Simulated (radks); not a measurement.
Values are calculated unless marked as measured or tabulated.
All-electron atom: neutral platinum in [Xe] 4f14 5d8 6p2 (not the ground configuration). Level of theory: scalar-relativistic Kohn-Sham, PBE, spin-polarised, spherical densities, point nucleus; open shells are filled with parallel spins first (spin-orbit coupling, left out, can overturn this in heavy ions) (a radial shooting solver on a logarithmic mesh with Libxc functionals). Some entries of the table are withheld. Estimate them.

orbital  occ.  eigenvalue (hartree)  <r^2> (bohr^2)
1s up       1             -2882.818       0.0004059
1s down     1             -2882.818       0.0004059
2s up       1             -506.6180        0.006199
2s down     1             -506.6130        0.006199
2p up       3             -439.0208        0.005202
2p down     3             -439.0165        0.005202
3s up       1             -119.1773         0.04002
3s down     1             -119.1752         0.04002
3p up       3             -99.49624         0.04106
3p down     3             -99.49394         0.04106
3d up       5             -78.17600         0.03401
3d down     5             -78.17224         0.03401
4s up       1             -25.79253          0.1944
4s down     1             -25.78738          0.1944
4p up       3             -19.33954          0.2220
4p down     3             -19.33470          0.2219
4d up       5             -11.50863          0.2535
4d down     5             -11.50301          0.2533
5s up       1              -3.98665           1.017
5s down     1              -3.95065           1.012
4f up       7                   (1)          0.3252
4f down     7                   (2)          0.3236
5p up       3              -2.30224           1.372
5p down     3              -2.25729           1.363
5d up       5              -0.44079             (3)
5d down     3              -0.38323             (4)
6p up       2              -0.11968           17.23

Answer. 
(1) 4f up eigenvalue (hartree): -2.80919
(2) 4f down eigenvalue (hartree): -2.80081
(3) 5d up <r^2> (bohr^2): 3.036
(4) 5d down <r^2> (bohr^2): 3.009
